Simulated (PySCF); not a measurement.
trichloro(chlorosilyl)silane (Cl4H2Si2), SMILES Cl[SiH2][Si](Cl)(Cl)Cl.

Coordinates come from a ωB97X-D3(BJ)/def2-SVP optimisation. The values are those of a single conformer.

All values below come from PySCF with ωB97X-D3(BJ)/def2-SVP.

Frequencies are harmonic and unscaled.

Computed normal modes with their intensities:
```tsv
mode	ν (cm⁻¹)	IR (km/mol)	Raman (Å⁴/amu)	depolarisation	moving atoms (share of kinetic energy)
1	33	1.0	0.4	0.75	Cl 77 %, Si 17 %
2	55	1.4	0.1	0.61	Cl 94 %
3	100	0.1	1.0	0.75	Cl 50 %, Si 34 %, H 16 %
4	135	0.4	3.4	0.66	Cl 87 %, Si 12 %
5	177	4.4	2.4	0.75	Cl 84 %, Si 13 %
6	187	8.0	3.3	0.64	Cl 75 %, Si 24 %
7	221	24.0	3.3	0.75	Cl 53 %, Si 45 %
8	388	8.4	15.3	0.02	Cl 64 %, Si 33 %
9	499	31.6	6.3	0.75	H 75 %, Si 18 %
10	554	110.2	2.7	0.35	Si 56 %, Cl 41 %
11	604	64.2	8.3	0.59	Si 66 %, Cl 26 %, H 8 %
12	629	110.7	2.0	0.75	Si 61 %, Cl 30 %, H 9 %
13	630	161.5	1.7	0.51	Si 67 %, Cl 32 %
14	701	26.6	14.9	0.75	H 91 %
15	841	190.8	6.6	0.73	H 83 %, Si 16 %
16	947	103.8	15.7	0.70	H 95 %
17	2282	67.2	211.7	0.07	H 98 %
18	2293	77.4	105.5	0.75	H 96 %
```
